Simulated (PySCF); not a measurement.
# One molecule, several mistakes: BFH3Si anion

Calculated results; nothing here was measured. The program is PySCF 2.14.0, an open-source quantum chemistry code, run on an isolated molecule that a program drew, which may never have been made. The molecule is BFH3Si anion (charge -1, singlet), drawn as the SMILES string `B[SiH-]F`.

Each row is a Hartree-Fock (HF) and frozen-core CCSD(T) single point in the aug-cc-pV(D+d)Z basis, meant for a local HF minimum. Run 1 is clean. Each other run has one planted mistake out of seven kinds, and not every kind appears here: one electron removed, one electron added, multiplicity raised by two, geometry at a saddle point, minimal basis STO-3G, one bond length entered in bohr, all coordinates scaled. The reference is restricted for singlets and unrestricted otherwise, and also for a bond in bohr. Adding or removing an electron swaps singlet and doublet. Electrons count all cores. HOMO and LUMO are orbital energies over both spins, the gradient is its largest component, and the lowest frequency (negative if imaginary) is given only where the gradient is small. Bond lengths are over the 5 bonds as drawn. T1 is the CCSD diagnostic: over 0.02 (restricted) or 0.045 (unrestricted) a single reference is doubtful.

Geometry of the clean run:
```xyz
6
BFH3Si anion, angstrom
B    -0.3806   -0.6466    0.4420
Si   -0.8000    1.1720    0.0246
F    -1.0507    1.6157   -1.5652
H    -0.4035   -0.9545    1.6162
H     0.1909   -1.4011   -0.3146
H    -1.9430    1.8470    0.7196
```

| run | electrons | basis functions | <S^2> | HOMO (eV) | LUMO (eV) | gradient (hartree/bohr) | lowest frequency (cm^-1) | mean bond (Å) | longest bond (Å) | T1 | HF (hartree) | CCSD(T) (hartree) | mistake |
|---|---|---|---|---|---|---|---|---|---|---|---|---|---|
| 1 | 32 | 105 | 0.000 | -1.57 | 3.92 | 2.5e-05 | 142 | 1.5012 | 1.912 | 0.0235 | -414.83026 | -415.30012 | no fault |
| 2 | 31 | 105 | 0.778 | -9.36 | -0.07 | 3.3e-02 | - | 1.5012 | 1.912 | 0.0238 | -414.80808 | -415.23165 | one electron removed |
| 3 | 32 | 105 | 0.000 | -1.48 | 3.94 | 3.2e-02 | - | 1.4487 | 1.845 | 0.0217 | -414.82410 | -415.29098 | ? |
| 4 | 32 | 105 | 0.000 | -1.37 | 3.95 | 4.5e-05 | -124 | 1.4845 | 1.862 | 0.0179 | -414.82964 | -415.29960 | ? |

**Which mistake was planted in run 3, and what did it cost?**

The mean and the longest bond both change by the same factor, 0.965, and the gradient is no longer small. So the mistake is: all coordinates scaled. Subtracting run 1 and multiplying by 627.51 kcal/mol a hartree, the energy moved by 3.9 kcal/mol in HF and 5.7 kcal/mol in CCSD(T).

**Which mistake was planted in run 4, and what did it cost?**

The gradient is small, so the point is stationary, but the lowest frequency is imaginary (-124 cm^-1). So the mistake is: geometry at a saddle point. Subtracting run 1 and multiplying by 627.51 kcal/mol a hartree, the energy moved by 0.4 kcal/mol in HF and 0.3 kcal/mol in CCSD(T).

Cautions from the logs. Run 1: T1 is over the limit, so its CCSD(T) energy is less reliable; run 3: T1 is over the limit, so its CCSD(T) energy is less reliable.
